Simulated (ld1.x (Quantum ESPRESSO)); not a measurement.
# chromium (Cr): variants of one TM potential

Base potential:

| Property | Result |
| --- | --- |
| Element | chromium (Cr) |
| Generator | ld1.x (Quantum ESPRESSO) 7.5 |
| Type | norm-conserving Troullier–Martins (Kleinman–Bylander form) |
| Functional | PBE |
| Relativity | scalar-relativistic |
| Frozen core | [Ne] 3s2 |
| Valence charge | 12 |
| Reference configuration | 3p6 3d5 4s1 4p0 |
| Partial waves | 4s (bound): rc 2.15 bohr; 3d (bound): rc 2.05 bohr; 3p (bound): rc 1.40 bohr |
| Local potential | the p channel |
| Core correction | a·sin(br)/r model core inside 1.00 bohr |

Cutoffs, loose and tight: the cutoffs (Ry, on a coarse ladder) from which the occupation-weighted sum of valence levels, in a spherical-Bessel basis at the reference potential, stays within 10 and 1 mRy of its value at 400 Ry. They do not see the model core or the augmentation charge, which bear on the density cutoff. Test errors are all-electron minus pseudo excitation energies from the reference, over the configurations 3p6 3d5 4s0 4p0; 3p6 3d4 4s0 4p0; 3p6 3d3 4s0 4p0; 3p6 3d5.5 4s0.5 4p0; 3p6 3d4 4s1 4p1; 3p6 3d5 4s0.5 4p0; 3p6 3d4 4s1 4p0. A dash means not determined; rows that change the core or the reference have their own tests.

A true bound ghost makes a file unfit for plane-wave use even where its test errors are small: the radial tests pick states by their node count and pass the ghost by.

| change | outcome | cutoff, loose | cutoff, tight | bound ghosts | largest test error (meV) |
| --- | --- | --- | --- | --- | --- |
| base | generated | 60 Ry | 100 Ry | s | +126 |
| wave 4s (bound): rc 2.15 bohr becomes 4s (bound): rc 1.48 bohr | generated | 90 Ry | 110 Ry | s | +62 |
| wave 4s (bound): rc 2.15 bohr becomes 4s (bound): rc 2.22 bohr | generated | 60 Ry | 100 Ry | s | +129 |
| wave 4s (bound): rc 2.15 bohr becomes 4s (bound): rc 2.40 bohr | generated | 60 Ry | 100 Ry | s | +134 |
| wave 4s (bound): rc 2.15 bohr becomes 4s (bound): rc 2.70 bohr | generated | 60 Ry | 100 Ry | s | +122 |
| wave 4s (bound): rc 2.15 bohr becomes 4s (bound): rc 2.96 bohr | generated | 60 Ry | 100 Ry | s | +85 |

Task: What comes out with this change to the base: wave 4s (bound): rc 2.15 bohr becomes 4s (bound): rc 1.74 bohr?

Result: outcome: generated; cutoff, loose: 60 Ry; cutoff, tight: 110 Ry; bound ghosts: s; largest test error (meV): +77.

Task: What comes out with this change to the base: wave 4s (bound): rc 2.15 bohr becomes 4s (bound): rc 3.18 bohr?

Result: outcome: generated; cutoff, loose: 60 Ry; cutoff, tight: 100 Ry; bound ghosts: s; largest test error (meV): +57.

Task: What comes out with this change to the base: wave 4s (bound): rc 2.15 bohr becomes 4s (bound): rc 1.88 bohr?

Result: outcome: generated; cutoff, loose: 60 Ry; cutoff, tight: 100 Ry; bound ghosts: s; largest test error (meV): +95.

Reading the sweep of the s radius (base included, trends over the rows without a ghost): Bound ghosts are found at 1.48, 1.74, 1.88, 2.15, 2.22, 2.4, 2.7, 2.96, 3.18 bohr. Every judged row has one, so this setting neither creates nor removes them.
